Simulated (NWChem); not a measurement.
System: C8H5FO; SMILES c1(c2occc2ccc1)F

Computed with NWChem. Pople sets run with spherical d functions. Structure relaxed at the PBE0/def2-SVP level. No frequency run checked for a minimum. Total energies compare along this basis series because the functional is fixed.

```
level                  basis functions  energy (Ha)  highest occupied level (eV)  orbital gap (eV)  dipole (D)  relative time
---------------------  ---------------  -----------  ---------------------------  ----------------  ----------  -------------
Hartree-Fock/STO-3G                 55    -474.0091                        -6.49             12.72        1.47              1
Hartree-Fock/3-21G                 100    -477.4720                        -8.59             11.64        2.90              1
Hartree-Fock/6-31G*                150    -480.1284                        -8.32             11.51        2.52              6
Hartree-Fock/6-311G**              210    -480.2405                        -8.47             11.36        2.57              5
```

Relative times are rough (shared machine, one core).
